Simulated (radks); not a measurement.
All-electron atom: Rh+ in [Kr] 4d7 5p1 (not the ground configuration).

All-electron calculation, Dirac Kohn-Sham, PBE, spin-unpolarised, spherical densities, point nucleus; open shells are shared between the two j in proportion to 2j + 1. Program: a radial shooting solver on a logarithmic mesh with Libxc functionals.

Energy parts (hartree):
total: -4784.43087
kinetic: 4988.09585
electron-nucleus: -11562.50098
Hartree: 1928.33558
exchange-correlation: -138.36132

Orbitals (lengths in bohr, moments of r in powers of bohr; r(max) is where P^2 peaks):
orbital      occ.  eigenvalue (hartree)   r(max)  small-component weight
1s1/2           2             -846.6915  0.02117                2.71e-02
2s1/2           2             -123.1404   0.1199                5.62e-03
2p1/2           2             -114.0450  0.09294                5.63e-03
2p3/2           4             -108.7305  0.09702                5.42e-03
3s1/2           2             -22.40829   0.3516                1.55e-03
3p1/2           2             -18.84923   0.3383                1.50e-03
3p3/2           4             -17.93491   0.3479                1.44e-03
3d3/2           4             -11.63613   0.2898                1.33e-03
3d5/2           6             -11.45581   0.2926                1.31e-03
4s1/2           2              -3.51227   0.8812                3.79e-04
4p1/2           2              -2.42864   0.9267                3.27e-04
4p3/2           4              -2.28390   0.9513                3.11e-04
4d3/2         2.8              -0.67165    1.124                1.83e-04
4d5/2         4.2              -0.65554    1.135                1.79e-04
5p1/2    0.333333              -0.29489    2.964                3.16e-05
5p3/2    0.666667              -0.28447    3.056                2.99e-05

The highest occupied level is 5p3/2 at -7.741 eV. Summed over all electrons, <r^2> = 46.22 bohr^2, which gives a Langevin (diamagnetic) susceptibility term of -36.6 x 10^-6 cm^3/mol.
